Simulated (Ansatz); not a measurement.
Basis sets compared for In₁₁As₁₁H₂₈, a nanocrystal cut from wurtzite InAs (hydrogen-capped). Total charge 0; singlet. Geometry PBE-D4/def2-SVP. Ansatz on 11 threads of AMD EPYC 7R13 on a shared host and a whole NVIDIA H100 80GB HBM3; times are rough, and most runs start from earlier orbitals.

Cartesian coordinates in Å:
```
In 4.962 0.310 0.378
As 4.675 1.278 -2.187
In 2.466 -1.349 3.081
As 0.515 -0.050 4.461
As 2.344 -0.290 0.689
In 0.759 1.861 0.763
In 2.355 1.409 -3.554
As 0.731 2.642 -1.825
In -2.051 0.278 3.621
As -1.796 1.199 1.182
In -3.446 3.333 1.377
In -1.620 2.834 -3.082
As -3.158 4.090 -1.257
As 1.153 -3.739 2.885
In 1.621 -2.194 -1.019
As 1.353 -1.052 -3.415
In -1.273 -4.111 1.722
As -2.612 -2.382 3.335
As -0.985 -2.607 -0.418
In -2.805 -0.604 -0.488
In -1.061 -1.412 -4.641
As -2.388 0.290 -2.968
H 5.360 1.695 1.352
H 5.838 -1.183 0.192
H 5.282 2.676 -2.309
H 5.670 0.599 -3.129
H 3.900 -1.554 4.048
H 1.047 1.373 4.616
H 0.563 -0.408 5.948
H 1.335 3.098 1.856
H 2.503 2.145 -5.125
H 1.250 4.082 -1.806
H -3.050 0.948 4.879
H -2.669 4.583 2.302
H -5.079 2.742 1.494
H -1.595 3.612 -4.639
H -2.762 5.564 -1.357
H -4.527 4.256 -1.917
H 1.227 -4.498 4.211
H 2.104 -4.656 2.120
H 2.537 -3.678 -0.916
H 2.346 -1.854 -4.262
H -1.852 -5.745 1.811
H -2.865 -3.023 4.700
H -4.062 -2.436 2.859
H -1.464 -3.571 -1.509
H -4.401 -1.188 -0.085
H -0.972 -0.644 -6.199
H -1.591 -3.026 -4.248
H -3.813 0.357 -3.526
```

In the def2 sets In takes a core potential; there is no spin–orbit coupling. Single mean-field runs in def2-SVP, def2-TZVP are fitted with def2-universal-jkfit.

Binding counts from free atoms (In doublet, As quartet, H doublet) in the same basis, without a counterpoise term.

| level | functions | energy (Eh) | HOMO (eV) | LUMO (eV) | binding per atom (eV) | wall time |
| --- | --- | --- | --- | --- | --- | --- |
| PBE-D4/def2-SVP | 778 | -26696.7404 | -5.56 | -2.45 | 2.40 | 20 s |
| PBE0-D4/def2-SVP | 778 | -26697.5104 | -6.45 | -1.71 | 2.39 | 16 s |

Q: Estimate the rows for PBE-D4/def2-TZVP, PBE0-D4/def2-TZVP (with forces).

A: 
```
                          level  functions  energy (Eh)  HOMO (eV)  LUMO (eV)  binding per atom (eV)  wall time
               PBE-D4/def2-TZVP       1246  -26699.8827      -5.64      -2.56                   2.41       16 s
PBE0-D4/def2-TZVP (with forces)       1246  -26700.6314      -6.50      -1.81                   2.41       33 s
```
